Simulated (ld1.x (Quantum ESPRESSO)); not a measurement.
S (Z = 16), TM: configuration errors across variants

- Element: sulfur (S)
- Generator: ld1.x (Quantum ESPRESSO) 7.5
- Type: norm-conserving Troullier–Martins (Kleinman–Bylander form)
- Functional: PBE
- Relativity: scalar-relativistic
- Frozen core: [Ne]
- Valence charge: 6
- Reference configuration: 3s1.5 3p4.5
- Partial waves: 3p (bound): rc 1.55 bohr; 3s (bound): rc 1.45 bohr
- Local potential: the s channel
- Core correction: a·sin(br)/r model core inside 1.00 bohr

All-electron excitation energies from the reference (eV): (1) 3s2 3p4 -5.140; (2) 3s2 3p3 6.629; (3) 3s2 3p2 28.913; (4) 3s2 3p3.5 -0.480; (5) 3s2 3p0 109.751; (6) 3s2 3p1 62.954; (7) 3s1 3p4 17.508.

Errors AE − PS in meV (a dash: test not solved or not reliable):

```tsv
change	(1)	(2)	(3)	(4)	(5)	(6)	(7)	bound ghosts
base	0.0	+1.9	+21	-0.2	+201	+78	+4.1	none
wave 3p (bound): rc 1.55 bohr becomes 3p (bound): rc 1.04 bohr	+1.3	+4.3	+23	+1.6	+138	+69	+7.0	none
wave 3p (bound): rc 1.55 bohr becomes 3p (bound): rc 1.26 bohr	+0.5	+2.4	+20	+0.4	+166	+70	+5.2	none
wave 3p (bound): rc 1.55 bohr becomes 3p (bound): rc 1.56 bohr	-0.1	+1.9	+21	-0.2	+202	+79	+4.1	none
wave 3p (bound): rc 1.55 bohr becomes 3p (bound): rc 1.76 bohr	+0.1	+1.8	+20	-0.2	+190	+75	+4.4	none
wave 3p (bound): rc 1.55 bohr becomes 3p (bound): rc 2.02 bohr	+0.5	+1.6	+17	+0.1	+146	+61	+5.4	none
```

(1) Give the same row for: wave 3p (bound): rc 1.55 bohr becomes 3p (bound): rc 2.26 bohr.

## Answers

(1) +0.9, +1.2, +13, +0.2, +87, +42, +6.7; bound ghosts: none.
